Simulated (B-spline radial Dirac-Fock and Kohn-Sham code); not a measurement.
## The K-LL Auger spectrum of Lu⁵⁺

System: Lu⁵⁺ in the configuration [Xe] 4f12.

Model: multi-electron Dirac-Fock with separately optimised hole states, Breit and Lamb-shift corrections added in first order. Program: a radial atomic solver. The two-hole levels come from diagonalising the Coulomb interaction among the jj configurations; intensities are independent-particle Coulomb rates. Kinetic energies are from the vacuum level. Correlation and solid-state effects are left out. Open outer shells are spectators and are not coupled to the holes. The rates lack the Breit term, which in heavy atoms raises K-L1L1 and K-L1L2. Labels follow the leading weight; the literature often keeps the label of the LS limit.

```
kinetic energy (eV)  J  leading jj holes (weight)  leading LS term (weight)  intensity (%)
            41248.6  0                L1L1 (1.00)                ¹S0 (1.00)           11.1
            41779.8  1                L1L2 (1.00)                ³P1 (0.62)           15.6
            41821.2  0                L1L2 (1.00)                ³P0 (1.00)            2.0
            42252.9  0                L2L2 (1.00)                ³P0 (0.65)            2.5
            42862.6  1                L1L3 (1.00)                ¹P1 (0.62)           12.1
            42939.2  2                L1L3 (1.00)                ³P2 (1.00)            3.0
            43384.0  2                L2L3 (1.00)                ¹D2 (0.68)           38.4
            43409.1  1                L2L3 (1.00)                ³P1 (1.00)            0.1
            44466.6  0                L3L3 (1.00)                ¹S0 (0.65)            2.0
            44514.5  2                L3L3 (1.00)                ³P2 (0.68)           13.3
```

The strongest line, by its leading LS label ¹D2, lies at 43384.0 eV. The mean weight of the leading component is 1.00 in jj and 0.79 in LS coupling, so jj labels describe these levels better.

Run: 34 s of CPU time on 1 thread of Intel(R) Xeon(R) 6975P-C (shared host), peak memory 0.55 GiB.

Values without a named source are computed, but for edge energies of neutral atoms, which are taken from tables.
